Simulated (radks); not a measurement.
Results of a calculation; reference values are marked as such.
Species: the potassium ion K13+. Configuration: [He] 2s2 2p2. Level of theory: Dirac Kohn-Sham, BLYP, spin-unpolarised, spherical densities, finite nucleus; open shells fill j = l - 1/2 first; Fermi nuclear charge, rms radius 3.4349 fm (a radial shooting solver on a logarithmic mesh with Libxc functionals).

Normalised radial functions P(r) = r R(r) (large component), r in bohr:

```
   r/bohr * 2p1/2, o 3s1/2 (the largest magnitude, 1.76, reaches the edge; | marks zero, & curves that meet)
 0.003672                             *o
 0.004107                             * o
 0.004593                             * o
 0.005138                             * o
 0.005747                             * o
 0.006377                             * o
 0.007132                             * o
 0.007978                             *  o
 0.008923                             *  o
 0.009981                             *  o
  0.01107                             *  o
  0.01239                             |*  o
  0.01385                             |*  o
   0.0155                             |*  o
   0.0172                             |*   o
  0.01923                             |*   o
  0.02151                             | *  o
  0.02406                             | *   o
  0.02691                             | *   o
  0.02986                             |  *  o
   0.0334                             |  *  o
  0.03736                             |   *  o
  0.04179                             |    * o
  0.04674                             |     &
  0.05186                             |     o*
  0.05801                             |     o *
  0.06489                             |    o   *
  0.07258                             |   o      *
  0.08118                             |  o        *
  0.09007                             | o           *
   0.1007                             |o              *
   0.1127                            o|                 *
    0.126                          o  |                   *
    0.141                        o    |                     *
   0.1564                      o      |                      *
    0.175                     o       |                        *
   0.1957                   o         |                         *
   0.2189                  o          |                          *
   0.2448                  o          |                          *
   0.2717                  o          |                          *
   0.3039                    o        |                         *
   0.3399                      o      |                       *
   0.3802                         o   |                     *
   0.4252                             o                  *
   0.4718                             |   o           *
   0.5278                             |        o   *
   0.5903                             |         *  o
   0.6603                             |      *        o
   0.7326                             |    *            o
   0.8195                             |  *               o
   0.9166                             | *               o
    1.025                             |*               o
    1.147                             |*            o
    1.272                             *         o
    1.423                             *      o
    1.592                             *   o
     1.78                             *  o
    1.991                             *o
     2.21                             *o
    2.472                             &
    2.765                             &
```

2p1/2: eigenvalue -748.23 eV, 0 radial nodes, <r> = 0.307 bohr, 90 % of the charge inside 0.497 bohr. 3s1/2 (empty): eigenvalue -320.81 eV, 2 radial nodes at r = 0.104, 0.424 bohr, <r> = 0.868 bohr, 90 % of the charge inside 1.25 bohr.
